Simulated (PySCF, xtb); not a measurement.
3-silyloxypropanenitrile (C3H7NOSi), SMILES N#CCCO[SiH3].

The structure is a stationary point at r2SCAN-D4/def2-SVP. The values are those of a single conformer.

The numbers are results of PySCF with IEF-PCM-PBE0/def2-SVP, not measurements.

The values are the electrostatic part of the solvation free energy, E(continuum) − E(gas) at the gas-phase geometry, in a cavity of scaled van der Waals radii (PySCF's table); cavitation and dispersion terms are not included. In vacuum the orbital gap is 8.89 eV. The dipole moment in vacuum is 3.35 D.

Computed values in water (ε = 78.36), dimethylsulfoxide (ε = 46.83), chloroform (ε = 4.71):
```
solvent                ε  ΔG(elec) (kcal/mol)  dipole (D)  gap (eV)
-----------------  -----  -------------------  ----------  --------
water              78.36                 -6.4        4.04      8.86
dimethylsulfoxide  46.83                 -6.3        4.03      8.86
chloroform          4.71                 -4.6        3.86      8.89
```

For comparison, GFN2-xTB/ALPB(water) (xtb, at the GFN2-xTB geometry, all terms of that model) gives -4.7 kcal/mol.
